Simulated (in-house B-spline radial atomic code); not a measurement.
## PBE hybrid excitations of As5+

Method: PBE hybrid with 0.3 exact exchange. Computed with an all-electron radial atomic-structure program (B-spline basis): linear response of the closed shell [Ar] 3d10 with the functional's adiabatic kernel; scalar-relativistic (spin-free one-electron X2C), finite nucleus, no spin-orbit coupling, no double excitations, S, P, D and F terms only. Only terms of natural parity with L up to 3 were computed.

Command:
```bash
python run_td.py task.json out
```
Settings (radii: box in bohr, nucleus in fm):
```
Z                        33
electrons                28
configuration            [Ar] 3d10
hamiltonian              x2c
method                   pbeh
box_radius               16.35
exact_exchange_fraction  0.3
rms_radius               4.0968
intervals                71
```

Cost of the run: 1.2 s on 1 thread of Intel(R) Xeon(R) 6975P-C (Granite Rapids) (shared host).

The lowest states, in the order of their Tamm-Dancoff energies; the method's threshold (minus the highest occupied level) is 112.43 eV. Labels give the largest channel, * marks a mixed state, and oscillator strengths are full-response dipole values. Semilocal kernels can invert the small singlet-triplet splittings of Rydberg terms. Energies in eV:

| state | full response | Tamm-Dancoff | oscillator strength |
| --- | --- | --- | --- |
| 3d → 4s 3D | 38.83 | 38.85 | - |
| 3d → 4s 1D | 39.60 | 39.61 | - |
| 3d → 4p 3P | 51.92 | 51.95 | - |
| 3d → 4p 3F | 52.26 | 52.28 | - |
| 3d → 4p 1F | 52.78 | 52.78 | - |
| 3d → 4p 1P | ? | ? | ? |
| 3d → 4d 3S | 70.91 | 70.96 | - |
| 3d → 4d 3D | 71.98 | 72.00 | - |
| 3d → 4d 1D | ? | ? | - |
| 3d → 4d 1S | 76.99 | 77.62 | - |

Problem. Where does 3d → 4p 1P lie?

Solution. At 53.81 eV in full response, 53.89 eV in Tamm-Dancoff, oscillator strength 0.564.

Problem. Where does 3d → 4d 1D lie?

Solution. At 72.65 eV in full response, 72.66 eV in Tamm-Dancoff.

Problem. How large is the singlet-triplet splitting of 3d → 4s (D terms) in Tamm-Dancoff?

Solution. 0.755 eV, from the unrounded values.

Problem. What polarisabilities and dispersion coefficient does the method give?

Solution. Dipole 0.544 bohr³, quadrupole 0.6279 bohr⁵, C6 0.9023 hartree·bohr⁶ for two such species.
